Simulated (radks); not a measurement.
Results of a calculation; reference values are marked as such.
Ionisation of the ytterbium ion Yb2+, [Xe] 4f14, to Yb3+, [Xe] 4f13, under several functionals. Scalar-relativistic Kohn-Sham, spin-unpolarised, spherical densities, finite nucleus; a radial shooting solver on a logarithmic mesh with Libxc functionals.

functional,E(Yb2+) (hartree),Exc (hartree),IE (eV),-e(HOMO) (eV),<r> HOMO (bohr),IE error (eV)
PW91,-14058.9483,-293.9578,26.688,17.736,0.7802,+1.635
BP86,-14059.2800,-294.2891,26.678,17.712,0.7794,+1.625
exchange-only PBE,-14053.3790,-288.3137,25.280,16.442,0.7840,+0.227
AM05,-14049.1646,-284.1760,26.663,17.682,0.7791,+1.610
MS2 meta-GGA,-14056.9838,-291.5332,26.532,17.578,0.7803,+1.479
SCAN,-14059.5601,-293.6917,26.651,17.662,0.7775,+1.598
PBE,-14057.4516,-292.4545,26.587,17.636,0.7802,+1.534
PBEsol,-14053.0890,-288.0865,26.629,17.664,0.7797,+1.576

NIST Atomic Spectra Database: 25.05 eV (semi-empirical). Closest: exchange-only PBE. The Delta-SCF values span 1.41 eV, the total energies 10.40 hartree. The highest occupied level is 4f. Spin polarisation and multiplet splitting are left out, so open shells lie too high by an amount that depends on their filling. Spin-orbit splitting is averaged out at the scalar-relativistic level.

Beside tabulated values, note that spin-unpolarised runs miss the spin-polarisation part of the exchange energy of open shells.
